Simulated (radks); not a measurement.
These are the eigenvalues of the occupied orbitals of an atom or ion with whole-number occupations (eV). Method: non-relativistic Kohn-Sham, PBE, spin-polarised, spherical densities, point nucleus; computed with a radial shooting solver on a logarithmic mesh with Libxc functionals.

1s up: -273.0232
1s down: -272.2123
2s up: -14.6298
2s down: -11.8710
2p up: -6.0987

Which element is it, and in what charge state? The configuration may be excited. Open shells, if any, are filled with parallel spins first.

Answer. Z = 6, carbon, charge 0: C in [He] 2s2 2p2. The list shows which subshells hold electrons but not how many an open one holds; the 1s level, -10.033 hartree, gives Z - s = 4.5 by -(Z - s)^2/2, which with screening narrows Z to a few neighbours, and the depths of the outer levels then fix element, charge and occupations together.
